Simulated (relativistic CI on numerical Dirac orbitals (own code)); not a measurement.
**I⁺: what numerical and physical settings do to a radial Dirac CI calculation**

Reference input:

```
atom I  Z=53  charge=1  electrons=52
nucleus A=127  rms_radius_fm=4.7500
hamiltonian dirac-coulomb  breit=on  qed=on  c_scale=1
orbitals kli  potential=per-configuration
slater_scale 1
correlation none
mixing on
grid step=0.0125 r_max=129.7
scf mixing=0.4 start=green max_iterations=150 tolerance=2e-08 node_fill=0.05
configurations
  [Kr] 4d10 5s2 5p4
  [Kr] 4d10 5s2 5p3 5d
  [Kr] 4d10 5s 5p5
  [Kr] 4d10 5s2 5p3 6s
  [Kr] 4d10 5s2 5p2 5d2
end
```

Computed lowest total energy -7106.43901 Ha, first excitation 6638.4 cm⁻¹, 57 SCF steps. Runs with settings changed; * marks those that are bad on purpose (the QED terms keep the true α when c is scaled):

```tsv
Changed	Outcome	Lowest level	ΔE (Ha)	First excitation (cm⁻¹)	SCF steps	Message
node fill of the KLI weights 0.5	converged	5s²5p⁴ ³P2	0.0535	6862.4	57	
grid step 0.006, iteration limit 30	converged	5s²5p⁴ ³P2	-0.000129	6638.4	57	
speed of light × 1.25	converged	5s²5p⁴ ³P2	72.2	3993.1	57	
grid step 0.03, end of the grid at 194.55 bohr	converged	5s²5p⁴ ³P2	0.000339	6638.4	57	
SCF tolerance 0.05 *	converged	5s²5p⁴ ³P2	0.00323	6596.5	20	
configuration list: extra electron *	refused				0	configuration [Kr] 4d10 5s2 5p2 5d2 7s has 53 electrons, the ion has 52
```

With so few configurations and no correlation, terms lie too far apart (by 10 to 50 % near neutrality), their order can be wrong, and levels of other configurations are missing.
